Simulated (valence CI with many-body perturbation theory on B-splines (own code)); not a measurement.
## N III: what the settings do

Calculated by valence CI with perturbative core correlation (CI+MBPT): three valence electrons over a frozen Dirac-Fock core [He], a basis of 6 s, 6 p, 5 d, 3 f, 1 g functions for each j, with the one-electron correlation potential Σ1, the two-electron term Σ2, the three-electron term Σ3, Breit, model QED; selected CI, second order for the rest, scaled by the run's own slope (own B-spline code, finite nucleus).

Against 23 measured levels this calculation errs by 174 cm⁻¹ on average and by 399 at most. These come from a selection out of Moore, Selected Tables of Atomic Spectra, NSRDS-NBS 3, section 5. Levels without a partner in it may be off by more.

The reference run has the lowest level 2s2.2p 2P°_1/2 and an ionisation energy of 47.4239 eV. Its largest variational space holds 5274 state functions.

Changed runs:
A. QED terms on → off
B. three-electron term on → off
C. scale of Σ1 1 → 0.9
D. box radius (bohr) 19.456 → 4.15 (bad on purpose)

Excitation energies of the reference run in cm⁻¹, and shifts in cm⁻¹:

```tsv
Level	Reference	A	B	C
2s2.2p 2P°_3/2	174	-0.6	+0.1	-0.4
2s.2p2 4P_1/2	57009	+18	-30	+54
2s.2p2 4P_3/2	57068	+18	-30	+53
2s.2p2 4P_5/2	57149	+18	-30	+53
2s.2p2 2D_5/2	101199	+18	+62	+43
2s.2p2 2D_3/2	101205	+18	+62	+43
2s.2p2 2S_1/2	131403	+18	+133	+36
2s.2p2 2P_1/2	146181	+20	+103	+44
2s.2p2 2P_3/2	146291	+20	+103	+44
2p3 4S°_3/2	186728	+38	+67	+103
2p3 2D°_5/2	203224	+37	+64	+91
2p3 2D°_3/2	203240	+37	+64	+91
Ionisation energy (eV)	47.4239	-0.0009	+0.0084	-0.0146
```

Run D: It gave no result. The program said: "need at least one array to concatenate".
